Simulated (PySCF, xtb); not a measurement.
Mo(CO)6 (C₆MoO₆), SMILES [Mo](<-[C-]#[O+])(<-[C-]#[O+])(<-[C-]#[O+])(<-[C-]#[O+])(<-[C-]#[O+])<-[C-]#[O+], multiplicity 1.

GFN2-xTB (xtb) at its own geometry gives an orbital gap of 3.05 eV and a dipole moment of 0.00 D.

Geometry: PBE0-D3(BJ)/def2-SVP. The multiplicity is an assumed one; other spin states were not compared. The isomer is the one that the SMILES or the coordinates give; other isomers of the formula were not compared. The def2 effective core potentials stand for the cores of Mo; spin–orbit coupling is left out.

Q: What does B3LYP/def2-SVP in PySCF give? (An estimate is asked for; the answer gives what the named calculation found.)

A: gap 5.03 eV (levels -6.94 and -1.91 eV), dipole 0.00 D.
